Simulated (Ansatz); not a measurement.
CH₂BFN₂ (`N=C1NB1F`), relaxed with RKS PBE0-D4/def2-TZVP in Ansatz from a PBE-D4/def2-SVP geometry. The force threshold is 0.005 eV/Å; the program also tests the step.

The species carries charge 0 and has multiplicity 1.

Start:

```xyz
7

N    -0.033    1.137    1.311
C    -0.120    0.278    0.381
N     0.816   -0.164   -0.615
B    -0.425   -0.792   -0.677
F    -1.096   -1.701   -1.360
H    -0.926    1.178    1.827
H     1.784    0.064   -0.868
```

```csv
step,energy (eV),largest force (eV/Å),largest move (Å)
1,-7437.9732,1.011,0.000
2,-7438.0095,0.250,0.022
3,-7438.0145,0.085,0.010
4,-7438.0146,0.037,0.002
5,-7438.0147,0.023,0.004
6,-7438.0147,0.007,0.003
7,-7438.0147,0.002,0.000
```

End:

```xyz
7

N    -0.038    1.121    1.295
C    -0.114    0.275    0.373
N     0.809   -0.160   -0.607
B    -0.417   -0.783   -0.672
F    -1.089   -1.682   -1.341
H    -0.914    1.166    1.808
H     1.762    0.064   -0.856
```

Hardware: 2 threads of an Arm Neoverse V1 on a shared host. Wall time 25 s, peak host memory 0.31 GiB.
